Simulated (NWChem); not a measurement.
# CH3FGeO, singlet; SMILES C[O][Ge][F]

```xyz
7

Ge     0.3570    -0.6986     0.0387
F     -1.3339    -0.6730    -0.5521
O      0.5736     1.0656     0.3144
C     -0.3874     2.0882     0.0926
H     -0.5773     2.6306     1.0441
H      0.0142     2.8212    -0.6402
H     -1.3481     1.6838    -0.2905
```
Atoms are numbered in this order, from 1.

Level: PBE-D3(BJ)/def2-SVP (NWChem), optimised geometry, unscaled harmonic frequencies. Low-valent species are run as closed-shell singlets; no triplet was tried in these runs.

List the harmonic frequencies with IR intensities, and the thermochemistry.


```json
[
 {"frequency (cm⁻¹)": "116", "IR intensity (km/mol)": "0.1"},
 {"frequency (cm⁻¹)": "175", "IR intensity (km/mol)": "13.8"},
 {"frequency (cm⁻¹)": "189", "IR intensity (km/mol)": "8.6"},
 {"frequency (cm⁻¹)": "319", "IR intensity (km/mol)": "6.7"},
 {"frequency (cm⁻¹)": "580", "IR intensity (km/mol)": "68.2"},
 {"frequency (cm⁻¹)": "629", "IR intensity (km/mol)": "57.6"},
 {"frequency (cm⁻¹)": "1067", "IR intensity (km/mol)": "190.9"},
 {"frequency (cm⁻¹)": "1125", "IR intensity (km/mol)": "1.2"},
 {"frequency (cm⁻¹)": "1142", "IR intensity (km/mol)": "0.2"},
 {"frequency (cm⁻¹)": "1400", "IR intensity (km/mol)": "14.0"},
 {"frequency (cm⁻¹)": "1415", "IR intensity (km/mol)": "4.3"},
 {"frequency (cm⁻¹)": "1425", "IR intensity (km/mol)": "2.8"},
 {"frequency (cm⁻¹)": "2941", "IR intensity (km/mol)": "71.8"},
 {"frequency (cm⁻¹)": "3026", "IR intensity (km/mol)": "26.7"},
 {"frequency (cm⁻¹)": "3043", "IR intensity (km/mol)": "12.8"}
]
```

```json
{
  "zero_point_energy": "26.6 kcal/mol",
  "thermal correction to the enthalpy at 298.15 K (with zero-point energy)": "30.6 kcal/mol",
  "heat capacity Cv": "16.4 cal/(mol K)",
  "entropy at 298.15 K and 1 atm (symmetry number 1)": "76.3 cal/(mol K)",
  "dipole_moment": "0.64 D"
}
```

Rigid rotor and harmonic oscillator.
